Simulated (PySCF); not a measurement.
C4HF4P3

Geometry:
| atom | x (Å) | y (Å) | z (Å) |
| --- | --- | --- | --- |
| F1 | 1.429 | -1.418 | 1.155 |
| C2 | 1.107 | -0.477 | 0.257 |
| P3 | 2.131 | 0.866 | -0.496 |
| C4 | 0.876 | 2.150 | -0.188 |
| P5 | -0.710 | 1.708 | 0.135 |
| C6 | -0.281 | -0.095 | -0.121 |
| C7 | -1.374 | -1.081 | 0.173 |
| F8 | -1.645 | -1.179 | 1.483 |
| F9 | -1.071 | -2.312 | -0.262 |
| F10 | -2.523 | -0.728 | -0.425 |
| P11 | 0.864 | -0.613 | -1.567 |
| H12 | 1.199 | 3.179 | -0.169 |

Level of theory: GIAO B3LYP/pcSseg-1 magnetisability, rotational g tensor and spin-rotation constants, non-relativistic, gas phase in PySCF 2.14.0. Geometry: GFN2-xTB.

The bonding changed while the geometry was optimised; results refer to the coordinates, not to the name.

(1) Give the nuclear spin-rotation constants along the inertial axes (H = +C I·J) beside the isotropic shieldings.

Answers

(1) Rotational constants 1.1705, 0.7180, 0.5919 GHz. A star marks the isotopologue with that one atom substituted, in its own axes.
| atom | isotope | Caa (kHz) | Cbb (kHz) | Ccc (kHz) | mean (kHz) | σ (ppm) |
| --- | --- | --- | --- | --- | --- | --- |
| F1 | 19F | 0.077 | 0.286 | 0.792 | 0.385 | 366.5 |
| P3 | 31P | 2.049 | 0.704 | 1.142 | 1.298 | 331.0 |
| P5 | 31P | 3.528 | 2.356 | 0.886 | 2.256 | -92.3 |
| F8 | 19F | 1.772 | 0.948 | 0.692 | 1.137 | 238.3 |
| F9 | 19F | 1.840 | 0.827 | 0.703 | 1.123 | 243.6 |
| F10 | 19F | 1.720 | 0.915 | 0.776 | 1.137 | 235.2 |
| P11 | 31P | 0.824 | 0.722 | 2.051 | 1.199 | 261.3 |
| H12 | 1H | 0.052 | 0.010 | -0.077 | -0.005 | 22.6 |
| C2 | 13C* | 0.408 | 0.205 | 0.221 | 0.278 | 39.5 |
| C4 | 13C* | 0.568 | 0.473 | 0.103 | 0.381 | -27.3 |
| C6 | 13C* | 0.238 | 0.203 | 0.169 | 0.203 | 92.9 |
| C7 | 13C* | 0.380 | 0.225 | 0.187 | 0.264 | 48.6 |

For the geometry as given, no vibrational averaging.
